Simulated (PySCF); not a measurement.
C2H8GeO. Atoms are numbered in the order given.

```xyz
12

Ge     0.5274     0.4098     0.1792
O      1.3398    -1.1590    -0.2237
C     -1.3061     0.4027    -0.5487
C     -2.1197    -0.8076    -0.0814
H      1.4245     1.4783    -0.4948
H      0.4974     0.5925     1.7310
H      1.0455    -1.8608     0.3844
H     -1.2141     0.4183    -1.6551
H     -1.7917     1.3586    -0.2566
H     -2.2541    -0.8124     1.0208
H     -3.1322    -0.8290    -0.5351
H     -1.6142    -1.7563    -0.3581
```

Geometry optimised at PBE-D3(BJ)/def2-SVP. The structure was generated by enumeration, and PubChem lists no compound with its InChIKey, so it may never have been made. Other conformers were not sampled.

Method: PySCF 2.14.0 with PBE-D3(BJ)/def2-SVP.

Frequencies are harmonic and unscaled.

| mode | ν (cm⁻¹) | IR (km/mol) | Raman (Å⁴/amu) | depolarisation | moving atoms (share of kinetic energy) |
|---|---|---|---|---|---|
| 1 | 58 | 2.6 | 0.2 | 0.75 | H 36 %, O 30 %, C 29 % |
| 2 | 131 | 76.9 | 1.0 | 0.74 | H 66 %, O 26 % |
| 3 | 158 | 25.7 | 1.9 | 0.73 | H 66 %, C 19 %, O 12 % |
| 4 | 215 | 0.6 | 0.6 | 0.48 | H 71 %, C 23 % |
| 5 | 271 | 7.3 | 0.7 | 0.63 | H 48 %, C 27 %, Ge 14 %, O 11 % |
| 6 | 459 | 26.5 | 4.9 | 0.56 | H 75 %, Ge 12 %, C 11 % |
| 7 | 559 | 18.6 | 17.1 | 0.18 | C 56 %, H 32 %, Ge 11 % |
| 8 | 634 | 32.3 | 11.8 | 0.73 | H 88 % |
| 9 | 663 | 76.1 | 7.1 | 0.26 | O 73 %, Ge 20 % |
| 10 | 692 | 22.6 | 7.4 | 0.74 | H 83 %, C 12 % |
| 11 | 774 | 107.1 | 14.1 | 0.74 | H 93 % |
| 12 | 822 | 69.5 | 21.4 | 0.74 | H 98 % |
| 13 | 907 | 65.5 | 5.1 | 0.75 | H 90 % |
| 14 | 936 | 10.5 | 4.4 | 0.69 | H 85 %, C 15 % |
| 15 | 953 | 7.2 | 4.2 | 0.68 | H 81 %, C 18 % |
| 16 | 1029 | 9.1 | 5.4 | 0.64 | C 71 %, H 29 % |
| 17 | 1191 | 0.5 | 6.3 | 0.20 | H 64 %, C 36 % |
| 18 | 1205 | 2.3 | 3.7 | 0.64 | H 78 %, C 22 % |
| 19 | 1340 | 1.7 | 5.8 | 0.66 | H 81 %, C 19 % |
| 20 | 1384 | 3.0 | 11.9 | 0.75 | H 90 %, C 9 % |
| 21 | 1424 | 5.3 | 17.3 | 0.73 | H 97 % |
| 22 | 1428 | 5.4 | 15.8 | 0.75 | H 97 % |
| 23 | 2028 | 145.4 | 164.6 | 0.17 | H 99 % |
| 24 | 2095 | 137.3 | 172.9 | 0.29 | H 99 % |
| 25 | 2960 | 30.9 | 154.0 | 0.02 | H 97 % |
| 26 | 2981 | 11.5 | 120.0 | 0.13 | H 95 % |
| 27 | 3033 | 0.4 | 128.9 | 0.75 | H 91 %, C 9 % |
| 28 | 3044 | 18.7 | 117.4 | 0.61 | H 91 %, C 9 % |
| 29 | 3052 | 24.5 | 7.6 | 0.74 | H 91 %, C 9 % |
| 30 | 3742 | 44.3 | 76.2 | 0.25 | H 94 % |
